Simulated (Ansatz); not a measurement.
One step, two centres

Four-centre ligand exchange, with the central atom changed down its group and all else kept; in the first member these bonds form or tighten: C–Si, F–H; these break or loosen: C–H, F–Si.

Gas-phase electronic energies, without zero-point energy, by CCSD(T) at an estimated basis limit (MP2 extrapolated from triple and quadruple zeta, plus CCSD(T) − MP2 in triple zeta); Ansatz 0.2.0, def2-TZVPP and QZVPP, frozen cores, core potentials past krypton, on PBE0-D4/def2-TZVP structures. Extrapolation: Hartree–Fock as exp(−7.88 √X), correlation as X^−2.97. All energies, in kcal/mol, count from the separated reactants, without counterpoise correction; the start and end structures are the complexes reached by relaxing down from the saddle, and deeper ones may exist. Brackets give SMILES, or, where every atom is bracketed, only which atoms are joined. Steps whose reference was doubtful or whose search ended elsewhere are left out.

| reactants | products | start structure | saddle | end structure | saddle by PBE-D4/TZ |
| --- | --- | --- | --- | --- | --- |
| SiH₃F ([F][SiH3]) + CH₄ | CH₆Si ([CH3][SiH3]) + HF | -0.71 | 70.58 | 29.62 | 58.59 |
| SnH₃F ([F][SnH3]) + CH₄ | CH₆Sn ([CH3][SnH3]) + HF | -1.27 | ? | 14.52 | 39.78 |

Q: What is the height of the saddle for SnH₃F ([F][SnH3]) + CH₄? (To be estimated.)

A: The calculation gives: 46.80 kcal/mol relative to the separated reactants, the lower of the two; above its start structure the barrier is 46.80 − (-1.27) ≈ 48.07 kcal/mol.

The saddle falls down the group: the larger centre, with longer and weaker bonds, takes on an extra partner at less cost.

Q: How do the PBE-D4 saddles lie against the coupled-cluster estimate?

A: Both lower, by 7.02 to 11.99 kcal/mol.

No T1 diagnostic of these runs exceeds 0.014. The filled d shells of Sn are correlated in sets not built for that, so values that involve them are less sure.

For scale, one of the runs: CCSD(T)/def2-TZVPP, 210 basis functions, launched by `ansatz run in.yaml --threads 4 --pin off --events-out ev --progress --plain --max-ram 9574MiB`. Time: 110 s of wall clock on 4 CPU threads of an Intel Xeon; the host was shared. Peak host memory: 3.3 GiB.
